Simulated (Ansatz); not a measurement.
`C[O][Ge][Cl]` + `C[SiH](F)[SnH3]` → `C[O][Ge][F]` + `C[SiH](Cl)[SnH3]`  (redistribution)

Program: Ansatz. Geometries: PBE0-D4/def2-TZVP. ΔE: electronic, gas phase. CCSD(T)/CBS is the MP2 limit (def2-TZVPP, def2-QZVPP) plus CCSD(T) − MP2 in def2-TZVPP, frozen cores. Functionals use def2-TZVPP. def2 core potentials past Kr. For Ge, Sn outer-core shells are correlated without core-valence functions, which leaves a few kJ/mol of doubt a bond. Scalar relativity is left out up to krypton. Each species was taken in one conformer, which may not be the lowest.

`C[O][Ge][Cl]`:

Z-matrix (Å, degrees):
```
C
O 1 1.410
H 1 1.093 2 109.0
H 1 1.093 2 112.0 3 -120.9
H 1 1.093 2 109.0 3 118.3
Ge 2 1.762 1 132.6 3 120.9
Cl 6 2.215 2 101.4 1 0.0
```

`C[SiH](F)[SnH3]`:

Cartesian coordinates in Å:
```
C -0.524 0.363 1.702
Si -0.863 -0.323 0.008
F -2.091 0.490 -0.644
Sn 1.161 -0.106 -1.563
H -0.223 1.411 1.655
H -1.412 0.284 2.334
H 0.283 -0.203 2.177
H -1.294 -1.744 0.104
H 1.674 1.520 -1.685
H 0.813 -0.675 -3.133
H 2.475 -1.016 -0.954
```

`C[O][Ge][F]`:

```xyz
7

C    -0.643    0.189   -0.476
O     0.231    0.902    0.375
Ge    1.582    0.287    1.329
F     1.479   -1.421    0.888
H    -0.398   -0.875   -0.518
H    -1.668    0.306   -0.114
H    -0.583    0.611   -1.483
```

`C[SiH](Cl)[SnH3]`:

```xyz
11

C    -0.803    1.232    1.083
Si    0.401    0.751   -0.255
Cl   -0.171    1.664   -2.025
Sn    0.479   -1.781   -0.668
H    -0.499    0.789    2.036
H    -0.830    2.318    1.199
H    -1.810    0.884    0.846
H     1.758    1.268    0.063
H     0.977   -2.608    0.744
H    -1.070   -2.356   -1.098
H     1.569   -2.160   -1.924
```

Is it downhill or uphill in electronic energy at CCSD(T)/CBS, and by how much? (Best estimate.)

Ansatz gave: Uphill: ΔE = +35.8 kJ/mol.

What do these levels give: PBE-D4, ωB97X-V, PBE0, MP2/def2-TZVPP, HF/CBS(def2), CCSD/CBS(def2)? (An estimate is asked.)

The calculation gave: PBE-D4 33.1, ωB97X-V 30.7, PBE0 35.7, MP2/def2-TZVPP 33.1, HF/CBS(def2) 43.1, CCSD/CBS(def2) 36.8 kJ/mol.

Largest T1 diagnostic among the species: 0.015.

In def2-TZVPP, CCSD(T) changes the Hartree–Fock value by −7.7 kJ/mol (the triples alone add −1.0 kJ/mol) and MP2 by −10.0 kJ/mol.
